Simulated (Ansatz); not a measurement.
Consider the redistribution: `B[SiH2][SiH2]O` + `Cl[BH][ZnH]` → `O[SiH2][BH][ZnH]` + `B[SiH2]Cl`.

Program: Ansatz. Geometries: PBE0-D4/def2-TZVP. ΔE: electronic, gas phase. CCSD(T)/CBS adds triple-zeta CCSD(T) − MP2 to the extrapolated MP2 energy (def2 sets, frozen cores). Functionals use def2-TZVPP. For Zn outer-core shells are correlated without core-valence functions, which leaves a few kJ/mol of doubt a bond. Scalar relativity is left out up to krypton. One conformer a species, not always the lowest.

```tsv
level	ΔE (kJ/mol)
r2SCAN-D4	21.8
ωB97X-V	12.1
B2PLYP	15.5
MP2/def2-TZVPP	14.6
SCS-MP2/def2-TZVPP	10.7
CCSD/def2-TZVPP	10.8
CCSD(T)/def2-TZVPP	15.7
HF/CBS(def2)	-5.7
```

Question: What does CCSD(T)/CBS give? (Estimate.)

Answer: Computed: +13.2 kJ/mol. The listed levels differ from it by 8.6, -1.1, 2.3, 1.4, -2.5, -2.4, 2.5, -18.9 kJ/mol.

Largest T1 diagnostic among the species: 0.015.

In def2-TZVPP, CCSD(T) changes the Hartree–Fock value by +21.2 kJ/mol (the triples alone add +5.0 kJ/mol) and MP2 by +20.1 kJ/mol. From PBE to PBE0 (25 % exact exchange), in def2-TZVPP and without D4, ΔE moves by −8.8 kJ/mol.
